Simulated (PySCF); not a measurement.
pyridine (C5H5N), SMILES c1ccncc1. The structure is a stationary point at B3LYP-D3(BJ)/def2-SVP.

Computed equilibrium geometry at B3LYP-D3(BJ)/def2-SVP (PySCF confirms it by a frequency run) as Cartesian coordinates in Å, and its point group:
point group C2v.
```xyz
11

C      0.0000     0.0000     1.3862
C      0.0000     1.1999     0.6725
C      0.0000     1.1429    -0.7252
N      0.0000     0.0000    -1.4157
C      0.0000    -1.1429    -0.7252
C      0.0000    -1.1999     0.6725
H      0.0000     0.0000     2.4792
H      0.0000     2.1645     1.1851
H      0.0000     2.0688    -1.3126
H      0.0000    -2.0688    -1.3126
H      0.0000    -2.1645     1.1851
```
Charge 0, spin multiplicity 1.
